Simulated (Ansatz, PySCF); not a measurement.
PySCF was given this input:
```python
from pyscf import gto, scf, cc

mol = gto.M(
    atom='''
P     0.00000000    0.00000000    0.00000000
''',
    basis='cc-pvtz',
    spin=3,
    verbose=4,
)

mf = scf.UHF(mol)
mf.kernel()

mycc = cc.CCSD(mf, frozen=5)
mycc.kernel()
et = mycc.ccsd_t()
print('E(CCSD(T)) = %.10f' % (mycc.e_tot + et))
```

Give the equivalent Ansatz (an electronic-structure program) input.

Several could match; the one computed here: 
Ansatz 0.2 input:
```yaml
crystal:
  periodic: [false, false, false]
  atoms:
    - {symbol: P, position_ang: [0.00000000, 0.00000000, 0.00000000]}
basis:
  gaussian:
    orbitals: cc-pVTZ
magnetization: {spin_polarized: true, initial_magnetization: 3}
correlation: {method: ccsd_t, electrons: outside_noble_gas}
accuracy: high
```

Both were run: PySCF gave -340.821020 Eh and Ansatz -340.821020 Eh, 0.000 mEh apart.
